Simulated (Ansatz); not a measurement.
Z-matrix (Å, degrees):
```
Ge
F 1 1.735
Si 1 2.387 2 108.3
F 1 1.735 2 104.0 3 -115.0
H 1 1.537 2 106.1 3 133.2
H 3 1.484 1 108.3 2 -176.2
H 3 1.482 1 108.1 2 -55.9
H 3 1.484 1 108.3 2 64.3
```

Total charge 0; spin multiplicity 1.

List the ωB97M-V/def2-TZVPP orbital energies in eV (the Gaussian-basis code of Ansatz). (Best estimate.)

Ansatz gave: Occupied: -10867.88, -1807.70, -1363.62, -1211.36, -1211.35, -1211.33, -676.90, -676.90, -175.52, -148.82, -124.81, -124.77, -124.69, -102.94, -102.91, -102.91, -38.11, -37.80, -37.52, -37.50, -37.49, -35.00, -34.35, -19.45, -17.84, -15.39, -15.15, -14.75, -14.04, -13.73, -13.30, -12.87, -12.83, -10.87. Lowest empty: 1.25, 1.27, 1.54, 2.62, 3.08, 3.52, 3.76, 5.44.
